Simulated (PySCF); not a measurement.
C5H4N (SMILES [c]1ccccn1), doublet, geometry from GFN2-xTB, with bond 8-4 at 1.3 times its length; PySCF with HF/STO-3G.

Here is a job for PySCF.
```python
from pyscf import gto, scf

mol = gto.Mole()
mol.atom = '''
    N    -0.00964627    0.06176618    1.39312429
    C     0.01052145    0.05563648   -1.32151880
    C     0.00843127    1.16003225    0.73652206
    C    -0.01902078   -1.10785450    0.76767008
    C    -0.00911288   -1.14219824   -0.61640106
    C     0.01996666    1.26655828   -0.63906399
    H     0.01851369    0.04961327   -2.40308632
    H    -0.03886223   -2.26812097    1.56103610
    H    -0.01659046   -2.08816683   -1.13625412
    H     0.03516978    2.21351181   -1.15373102
'''
mol.basis = 'sto-3g'
mol.spin = 1
mol.verbose = 4
mol.build()

mf = scf.UHF(mol)
mf.kernel()
mf.analyze()
```

Task: Write the output that PySCF gives for this input, abridged.

Result: 
```
PySCF version 2.14.0

[INPUT] verbose = 4
[INPUT] num. atoms = 10
[INPUT] num. electrons = 41
[INPUT] charge = 0
[INPUT] spin (= nelec alpha-beta = 2S) = 1
[INPUT] symmetry False subgroup None
[INPUT] Mole.unit = angstrom
[INPUT] Symbol           X                Y                Z      unit          X                Y                Z       unit  Magmom
[...]
nuclear repulsion = 197.581137433232
number of shells = 22
number of NR pGTOs = 102
number of NR cGTOs = 34
basis = sto-3g
ecp = {}

******** <class 'pyscf.scf.uhf.UHF'> ********
method = UHF
initial guess = minao
damping factor = 0
level_shift factor = 0
DIIS = <class 'pyscf.scf.diis.CDIIS'>
diis_start_cycle = 1
diis_space = 8
diis_damp = 0
SCF conv_tol = 1e-09
SCF conv_tol_grad = None
SCF max_cycles = 50
direct_scf = True
direct_scf_tol = 1e-13
number electrons alpha = 21  beta = 20
Set gradient conv threshold to 3.16228e-05
init E= -244.772901319767

cycle= 1 E= -242.845937543564  delta_E= 1.93  |g|= 0.272  |ddm|= 3.28
cycle= 2 E= -242.910572802112  delta_E= -0.0646  |g|= 0.124  |ddm|= 0.542
cycle= 3 E= -242.92265809103  delta_E= -0.0121  |g|= 0.0467  |ddm|= 0.204
cycle= 4 E= -242.926461449766  delta_E= -0.0038  |g|= 0.0207  |ddm|= 0.12
cycle= 5 E= -242.927642730918  delta_E= -0.00118  |g|= 0.0166  |ddm|= 0.0569
cycle= 6 E= -242.928742767521  delta_E= -0.0011  |g|= 0.0148  |ddm|= 0.0623
cycle= 7 E= -242.929091884415  delta_E= -0.000349  |g|= 0.0153  |ddm|= 0.0186
cycle= 8 E= -242.927627256172  delta_E= 0.00146  |g|= 0.0122  |ddm|= 0.087
cycle= 9 E= -242.925907847627  delta_E= 0.00172  |g|= 0.00469  |ddm|=  0.2
cycle= 10 E= -242.925841116553  delta_E= 6.67e-05  |g|= 0.00212  |ddm|= 0.0523
cycle= 11 E= -242.925845554777  delta_E= -4.44e-06  |g|= 0.000933  |ddm|= 0.0209
cycle= 12 E= -242.925847918274  delta_E= -2.36e-06  |g|= 0.000551  |ddm|= 0.00327
cycle= 13 E= -242.92584892296  delta_E= -1e-06  |g|= 0.000341  |ddm|= 0.00232
cycle= 14 E= -242.925849422551  delta_E= -5e-07  |g|= 0.000193  |ddm|= 0.00193
cycle= 15 E= -242.925849543137  delta_E= -1.21e-07  |g|= 0.000134  |ddm|= 0.000949
cycle= 16 E= -242.925849613349  delta_E= -7.02e-08  |g|= 7.83e-05  |ddm|= 0.000744
cycle= 17 E= -242.925849643174  delta_E= -2.98e-08  |g|= 4.11e-05  |ddm|= 0.000553
cycle= 18 E= -242.925849650628  delta_E= -7.45e-09  |g|= 2.64e-05  |ddm|= 0.000232
cycle= 19 E= -242.92584965444  delta_E= -3.81e-09  |g|= 2.3e-05  |ddm|= 0.000149
cycle= 20 E= -242.925849654724  delta_E= -2.84e-10  |g|= 2.26e-05  |ddm|= 1.94e-05
[...]
converged SCF energy = -242.925849656241  <S^2> = 0.8029958  2S+1 = 2.0523117
Total Energy =                        -242.925849656240842
[...]
 ** Mulliken Spin Density (per AO)  **
spin_pop of  0 N 1s        0.00000
spin_pop of  0 N 2s        0.03428
spin_pop of  0 N 2px       0.08794
spin_pop of  0 N 2py      -0.00393
spin_pop of  0 N 2pz       0.02658
spin_pop of  1 C 1s        0.00001
spin_pop of  1 C 2s       -0.01179
spin_pop of  1 C 2px      -0.15240
spin_pop of  1 C 2py       0.00194
spin_pop of  1 C 2pz      -0.00973
spin_pop of  2 C 1s       -0.00000
spin_pop of  2 C 2s        0.19468
spin_pop of  2 C 2px      -0.03076
spin_pop of  2 C 2py       0.43309
spin_pop of  2 C 2pz       0.23526
spin_pop of  3 C 1s        0.00001
spin_pop of  3 C 2s       -0.00804
spin_pop of  3 C 2px      -0.14856
spin_pop of  3 C 2py       0.01151
spin_pop of  3 C 2pz      -0.00334
spin_pop of  4 C 1s       -0.00001
spin_pop of  4 C 2s        0.01355
spin_pop of  4 C 2px       0.12511
spin_pop of  4 C 2py       0.00957
spin_pop of  4 C 2pz       0.01276
spin_pop of  5 C 1s       -0.00000
spin_pop of  5 C 2s        0.01436
spin_pop of  5 C 2px       0.11870
spin_pop of  5 C 2py       0.00430
spin_pop of  5 C 2pz       0.02421
spin_pop of  6 H 1s        0.01738
spin_pop of  7 H 1s        0.01588
spin_pop of  8 H 1s       -0.00743
spin_pop of  9 H 1s       -0.00511
 ** Mulliken Spin Density (per atom)  **
spin density of  0 N =      0.14486
spin density of  1 C =     -0.17197
spin density of  2 C =      0.83226
spin density of  3 C =     -0.14842
spin density of  4 C =      0.16099
spin density of  5 C =      0.16156
spin density of  6 H =      0.01738
spin density of  7 H =      0.01588
spin density of  8 H =     -0.00743
spin density of  9 H =     -0.00511
 ** Mulliken pop alpha/beta on meta-lowdin orthogonal AOs **
 ** Mulliken pop       alpha | beta **
[...]
In total            21.00000 | 20.00000
 ** Mulliken atomic charges   ( Nelec_alpha | Nelec_beta ) **
charge of  0N =     -0.17795  (     3.66141      3.51654 )
charge of  1C =     -0.00626  (     2.91715      3.08912 )
charge of  2C =      0.07174  (     3.38026      2.54800 )
charge of  3C =      0.07774  (     2.88692      3.03534 )
charge of  4C =     -0.06887  (     3.11493      2.95394 )
charge of  5C =     -0.06449  (     3.11302      2.95146 )
charge of  6H =      0.04610  (     0.48564      0.46826 )
charge of  7H =      0.02818  (     0.49385      0.47797 )
charge of  8H =      0.04534  (     0.47362      0.48105 )
charge of  9H =      0.04849  (     0.47320      0.47831 )
Dipole moment(X, Y, Z, Debye):  0.00936, -0.47355, -2.01709
```
